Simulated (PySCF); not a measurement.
```xyz
13

C     -0.9456     1.1202     0.1602
N     -0.1370     0.0274    -0.3011
C     -0.6935    -1.2557     0.0006
Si     1.6270     0.2310    -0.2721
O      2.1048     1.6754    -0.5917
H     -0.4396     2.0583    -0.0668
H     -1.9317     1.1228    -0.3295
H     -1.1317     1.0883     1.2512
H     -0.8333    -1.4278     1.0852
H     -0.0391    -2.0468    -0.3730
H     -1.6789    -1.3895    -0.4711
H      2.0424    -0.3057     1.0967
H      2.0562    -0.8978    -1.1886
```

Charge -1, multiplicity 1.

Problem. Give the Mulliken and meta-Löwdin atomic charges from CAM-B3LYP-D3(BJ)/def2-TZVPD in PySCF.

Solution. 
```json
[
 {"atom": "C1", "Mulliken (e)": "-0.92", "meta-Löwdin (e)": "-0.23"},
 {"atom": "N2", "Mulliken (e)": "0.08", "meta-Löwdin (e)": "-0.46"},
 {"atom": "C3", "Mulliken (e)": "-0.95", "meta-Löwdin (e)": "-0.22"},
 {"atom": "Si4", "Mulliken (e)": "0.01", "meta-Löwdin (e)": "0.94"},
 {"atom": "O5", "Mulliken (e)": "-0.76", "meta-Löwdin (e)": "-1.02"},
 {"atom": "H6", "Mulliken (e)": "0.27", "meta-Löwdin (e)": "0.13"},
 {"atom": "H7", "Mulliken (e)": "0.29", "meta-Löwdin (e)": "0.07"},
 {"atom": "H8", "Mulliken (e)": "0.31", "meta-Löwdin (e)": "0.05"},
 {"atom": "H9", "Mulliken (e)": "0.32", "meta-Löwdin (e)": "0.06"},
 {"atom": "H10", "Mulliken (e)": "0.28", "meta-Löwdin (e)": "0.10"},
 {"atom": "H11", "Mulliken (e)": "0.28", "meta-Löwdin (e)": "0.07"},
 {"atom": "H12", "Mulliken (e)": "-0.10", "meta-Löwdin (e)": "-0.26"},
 {"atom": "H13", "Mulliken (e)": "-0.12", "meta-Löwdin (e)": "-0.24"}
]
```
